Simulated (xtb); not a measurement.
Be(SeH)2 (BeH2Se2), SMILES [SeH][Be][SeH]. All values are semi-empirical tight-binding results from xtb (GFN2-xTB unless named), good for trends rather than for accurate numbers. Coordinates come from a GFN2-xTB optimisation. One conformer was computed; it need not be the lowest.

Optimised geometry:

Bond lengths (Å): Be1–Se2 2.003, Be1–Se4 2.003, Se2–H3 1.423, Se4–H5 1.423. Angles (°): Se2–Be1–Se4 176.4, Be1–Se2–H3 107.0, Be1–Se4–H5 107.0.
Charge 0, spin multiplicity 1.

For metal compounds this method's bond lengths and energies can be far off.

Computed properties:
```yaml
point_group_as_xtb_finds_it: C2
orbital_gap: 4.37 eV
zero_point_energy: 9.5 kcal/mol
G − E(el) at 298.15 K (modified RRHO): -9.3 kcal/mol
```

Computed atomic charges and the Wiberg bond orders between heavy atoms:
charges (e) Be1 0.61, Se2 -0.51, H3 0.21, Se4 -0.51, H5 0.21. Bond orders Be1–Se2 1.06, Be1–Se4 1.06.
